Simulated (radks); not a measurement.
Values are calculated unless marked as measured or tabulated.
Problem. The table gives one normalised radial function P(r) = r R(r) (large component) of Lu6+ in [Kr] 4d10 4f13 5s2 5p4 (r in bohr). Level of theory: Dirac Kohn-Sham, PBE, spin-unpolarised, spherical densities, point nucleus; open shells are shared between the two j in proportion to 2j + 1 (a radial shooting solver on a logarithmic mesh with Libxc functionals).

| r | P |
|---|---|
| 0.00165 | 0.0000 |
| 0.002183 | 0.0001 |
| 0.002911 | 0.0001 |
| 0.003852 | 0.0003 |
| 0.005138 | 0.0006 |
| 0.006798 | 0.0011 |
| 0.008995 | 0.0023 |
| 0.012 | 0.0047 |
| 0.01587 | 0.0094 |
| 0.021 | 0.0184 |
| 0.02801 | 0.0355 |
| 0.03706 | 0.0645 |
| 0.04904 | 0.1102 |
| 0.06541 | 0.1752 |
| 0.08654 | 0.2437 |
| 0.1154 | 0.2847 |
| 0.1527 | 0.2420 |
| 0.2021 | 0.0762 |
| 0.2695 | -0.1902 |
| 0.3566 | -0.4022 |
| 0.4718 | -0.3901 |
| 0.6293 | -0.0799 |
| 0.8327 | 0.3825 |
| 1.102 | 0.7736 |
| 1.469 | 0.8965 |
| 1.944 | 0.7084 |
| 2.593 | 0.3728 |
| 3.431 | 0.1216 |
| 4.54 | 0.0213 |

Which n and l does it have? It may be an empty orbital.

Solution. n = 5, l = 2: the number of nodes gives n - l - 1 = 2, the rise at small r points to l (for j = l - 1/2 the large component starts as r^gamma with gamma = sqrt(l^2 - (Z/c)^2) = 1.93 and the r^(l+1) term takes over further out; the orbital of l - 1 with the same j starts with the same power, but with a larger coefficient, and does not steepen), and the extent must fit the shell. The curve is that of 5d3/2; the two j differ most near the nucleus, where j = l - 1/2 has the larger amplitude, and in heavy atoms j = l - 1/2 is also the more compact. 5d3/2 (empty): eigenvalue -67.966 eV, 2 radial nodes at r = 0.221, 0.663 bohr, <r> = 1.60 bohr, 90 % of the charge inside 2.34 bohr.
